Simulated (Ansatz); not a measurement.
# Nudged elastic band run: CH₅BFNSi

The input (input.yaml):

```yaml
crystal:
  periodic: [false, false, false]
  atoms:
    - { symbol: C, position_ang: [-0.838997, 1.239174, -1.657555] }
    - { symbol: "N", position_ang: [-0.785248, 0.320295, -0.801818] }
    - { symbol: B, position_ang: [-0.630665, -0.646588, 0.166041] }
    - { symbol: F, position_ang: [-1.598874, -1.570862, 0.3838] }
    - { symbol: Si, position_ang: [1.076439, -0.669572, 1.276294] }
    - { symbol: H, position_ang: [-1.264923, 2.232607, -1.420633] }
    - { symbol: H, position_ang: [-0.464823, 1.098226, -2.68924] }
    - { symbol: H, position_ang: [1.773845, -1.997381, 1.162494] }
    - { symbol: H, position_ang: [0.770223, -0.453877, 2.733315] }
    - { symbol: H, position_ang: [2.046223, 0.396878, 0.850301] }
basis:
  gaussian: { orbitals: "6-31G*" }
hamiltonian:
  xc: pbe
neb:
  order_check: false
  images: 5
  f_tol: 0.05
  max_iterations: 60
  initial_path: idpp
  final_atoms:
    - { symbol: C, position_ang: [-0.8358068, 1.23313412, -1.66526527] }
    - { symbol: "N", position_ang: [-0.78829074, 0.32637613, -0.79609474] }
    - { symbol: B, position_ang: [-0.63620111, -0.63653205, 0.17586074] }
    - { symbol: F, position_ang: [-1.61153703, -1.55066885, 0.4042902] }
    - { symbol: Si, position_ang: [1.07625023, -0.66861219, 1.27808506] }
    - { symbol: H, position_ang: [-0.46376031, 1.07413042, -2.69518486] }
    - { symbol: H, position_ang: [-1.25303789, 2.23335265, -1.44213201] }
    - { symbol: H, position_ang: [1.78322503, -1.98845199, 1.13201037] }
    - { symbol: H, position_ang: [0.77575253, -0.48734698, 2.74099526] }
    - { symbol: H, position_ang: [2.03660608, 0.41351874, 0.87043425] }
```

Launched with:

```bash
$ ansatz run input.yaml --threads 1 --pin off --max-ram 2048MiB --backend cpu --events-out ev --progress --plain --runs-dir out
```

Output, in part (warnings, iteration lines, the closing report on the highest movable image, with atoms numbered from 0):

```
NEB end point (image 0): max|allowed force component| = 3.407e-3 eV/Å (the criterion of neb.relax_end_points is 1.000e-2)
NEB end point (image 6): max|allowed force component| = 1.432e-2 eV/Å (the criterion of neb.relax_end_points is 1.000e-2)
NEB iter   1: max|band force component| = 1.330e0 eV/Å  barrier→ = 1.3526 eV  barrier← = 1.3527 eV  Δτ_max = 0.2000 Å  (203 SCF iters)
NEB iter   2: max|band force component| = 1.346e0 eV/Å  barrier→ = 1.2062 eV  barrier← = 1.2063 eV  Δτ_max = 0.1003 Å  (170 SCF iters)
NEB iter   3: max|band force component| = 9.620e-1 eV/Å  barrier→ = 1.2006 eV  barrier← = 1.2006 eV  Δτ_max = 0.0995 Å  (148 SCF iters)
NEB iter   4: max|band force component| = 6.851e-1 eV/Å  barrier→ = 1.2397 eV  barrier← = 1.2398 eV  Δτ_max = 0.0506 Å  (146 SCF iters)
NEB iter   5: max|band force component| = 1.854e-1 eV/Å  barrier→ = 1.1784 eV  barrier← = 1.1785 eV  CI = image 3  Δτ_max = 0.0256 Å  (150 SCF iters)
NEB iter   6: max|band force component| = 1.693e-1 eV/Å  barrier→ = 1.1753 eV  barrier← = 1.1754 eV  CI = image 3  Δτ_max = 0.0392 Å  (158 SCF iters)
NEB iter   7: max|band force component| = 9.866e-2 eV/Å  barrier→ = 1.1747 eV  barrier← = 1.1748 eV  CI = image 3  Δτ_max = 0.0134 Å  (146 SCF iters)
NEB iter   8: max|band force component| = 1.090e-1 eV/Å  barrier→ = 1.1741 eV  barrier← = 1.1742 eV  CI = image 3  Δτ_max = 0.0067 Å  (158 SCF iters)
NEB iter   9: max|band force component| = 1.212e-1 eV/Å  barrier→ = 1.1738 eV  barrier← = 1.1739 eV  CI = image 3  Δτ_max = 0.0067 Å  (152 SCF iters)
NEB iter  10: max|band force component| = 1.332e-1 eV/Å  barrier→ = 1.1734 eV  barrier← = 1.1735 eV  CI = image 3  Δτ_max = 0.0034 Å  (158 SCF iters)
NEB iter  11: max|band force component| = 1.435e-1 eV/Å  barrier→ = 1.1729 eV  barrier← = 1.1730 eV  CI = image 3  Δτ_max = 0.0034 Å  (124 SCF iters)
NEB iter  12: max|band force component| = 1.535e-1 eV/Å  barrier→ = 1.1724 eV  barrier← = 1.1725 eV  CI = image 3  Δτ_max = 0.0034 Å  (151 SCF iters)
NEB iter  13: max|band force component| = 1.638e-1 eV/Å  barrier→ = 1.1719 eV  barrier← = 1.1720 eV  CI = image 3  Δτ_max = 0.0067 Å  (124 SCF iters)
NEB iter  14: max|band force component| = 1.846e-1 eV/Å  barrier→ = 1.1707 eV  barrier← = 1.1708 eV  CI = image 3  Δτ_max = 0.0134 Å  (134 SCF iters)
NEB iter  15: max|band force component| = 2.275e-1 eV/Å  barrier→ = 1.1678 eV  barrier← = 1.1679 eV  CI = image 3  Δτ_max = 0.0268 Å  (139 SCF iters)
NEB iter  16: max|band force component| = 2.999e-1 eV/Å  barrier→ = 1.1623 eV  barrier← = 1.1624 eV  CI = image 3  Δτ_max = 0.0269 Å  (156 SCF iters)
NEB iter  17: max|band force component| = 3.963e-1 eV/Å  barrier→ = 1.1533 eV  barrier← = 1.1534 eV  CI = image 3  Δτ_max = 0.0135 Å  (151 SCF iters)
NEB iter  18: max|band force component| = 4.484e-1 eV/Å  barrier→ = 1.1478 eV  barrier← = 1.1479 eV  CI = image 3  Δτ_max = 0.0269 Å  (155 SCF iters)
NEB iter  19: max|band force component| = 5.355e-1 eV/Å  barrier→ = 1.1359 eV  barrier← = 1.1360 eV  CI = image 3  Δτ_max = 0.0135 Å  (152 SCF iters)
NEB iter  20: max|band force component| = 5.817e-1 eV/Å  barrier→ = 1.1291 eV  barrier← = 1.1292 eV  CI = image 3  Δτ_max = 0.0269 Å  (153 SCF iters)
NEB iter  21: max|band force component| = 6.677e-1 eV/Å  barrier→ = 1.1141 eV  barrier← = 1.1142 eV  CI = image 3  Δτ_max = 0.0533 Å  (150 SCF iters)
NEB iter  22: max|band force component| = 8.163e-1 eV/Å  barrier→ = 1.0801 eV  barrier← = 1.0802 eV  CI = image 3  Δτ_max = 0.1086 Å  (150 SCF iters)
NEB iter  23: max|band force component| = 9.720e-1 eV/Å  barrier→ = 1.0278 eV  barrier← = 1.0279 eV  CI = image 3  Δτ_max = 0.2000 Å  (150 SCF iters)
NEB iter  24: max|band force component| = 1.166e0 eV/Å  barrier→ = 0.9002 eV  barrier← = 0.9003 eV  CI = image 3  Δτ_max = 0.2000 Å  (166 SCF iters)
NEB iter  25: max|band force component| = 1.154e0 eV/Å  barrier→ = 0.7453 eV  barrier← = 0.7454 eV  CI = image 3  Δτ_max = 0.1999 Å  (150 SCF iters)
NEB iter  26: max|band force component| = 9.513e-1 eV/Å  barrier→ = 0.6288 eV  barrier← = 0.6289 eV  CI = image 3  Δτ_max = 0.1990 Å  (152 SCF iters)
NEB iter  27: max|band force component| = 6.276e-1 eV/Å  barrier→ = 0.5547 eV  barrier← = 0.5548 eV  CI = image 3  Δτ_max = 0.2000 Å  (151 SCF iters)
NEB iter  28: max|band force component| = 1.048e0 eV/Å  barrier→ = 0.5248 eV  barrier← = 0.5249 eV  CI = image 3  Δτ_max = 0.0980 Å  (151 SCF iters)
NEB iter  29: max|band force component| = 1.676e-1 eV/Å  barrier→ = 0.5233 eV  barrier← = 0.5234 eV  CI = image 3  Δτ_max = 0.0892 Å  (156 SCF iters)
NEB iter  30: max|band force component| = 2.553e-1 eV/Å  barrier→ = 0.5239 eV  barrier← = 0.5240 eV  CI = image 3  Δτ_max = 0.0452 Å  (156 SCF iters)
NEB iter  31: max|band force component| = 3.535e-2 eV/Å  barrier→ = 0.5229 eV  barrier← = 0.5229 eV  CI = image 3  Δτ_max = 0.0000 Å  (303 SCF iters)
Total energy: -13868.21089488 eV, -509.6473501759 hartree
Atom 0 at    -0.791430     1.182341    -1.330703 Å, force     0.001164     0.001202     0.003806 eV/Å
Atom 1 at    -1.512864     0.340858    -0.686074 Å, force     0.007188     0.002247    -0.001414 eV/Å
Atom 2 at    -0.877571    -0.532390     0.301940 Å, force    -0.003058    -0.000813    -0.001082 eV/Å
Atom 3 at    -1.696891    -1.382225     0.935632 Å, force     0.004322     0.003334    -0.001346 eV/Å
Atom 4 at     1.091697    -0.660612     0.881331 Å, force    -0.003170     0.000250     0.000512 eV/Å
Atom 5 at    -1.259977     1.848762    -2.078253 Å, force     0.001856    -0.003250     0.001411 eV/Å
Atom 6 at     0.306645     1.309747    -1.201942 Å, force    -0.008113    -0.003146    -0.001120 eV/Å
Atom 7 at     1.588296    -2.064022     0.675896 Å, force    -0.000081     0.000424    -0.001359 eV/Å
Atom 8 at     1.204090    -0.356090     2.348976 Å, force     0.000287    -0.000079    -0.000553 eV/Å
Atom 9 at     2.031205     0.262530     0.156196 Å, force    -0.000395    -0.000170     0.001145 eV/Å
Dipole moment:     0.204705     0.291368    -0.234717 e Å
```

The run converged. A vibrational analysis at the climbing image gives one clearly imaginary mode, 158i cm⁻¹: a first-order saddle point.

Final band:

```json
{"image": "0", "path coordinate (Å)": "0.00", "energy (kcal/mol)": "0.0"}
{"image": "1", "path coordinate (Å)": "0.89", "energy (kcal/mol)": "2.6"}
{"image": "2", "path coordinate (Å)": "1.79", "energy (kcal/mol)": "8.9"}
{"image": "3", "path coordinate (Å)": "2.68", "energy (kcal/mol)": "12.1"}
{"image": "4", "path coordinate (Å)": "3.58", "energy (kcal/mol)": "8.9"}
{"image": "5", "path coordinate (Å)": "4.47", "energy (kcal/mol)": "2.6"}
{"image": "6", "path coordinate (Å)": "5.36", "energy (kcal/mol)": "0.0"}
```

Run time: 7 min on 1 CPU thread of a shared host.
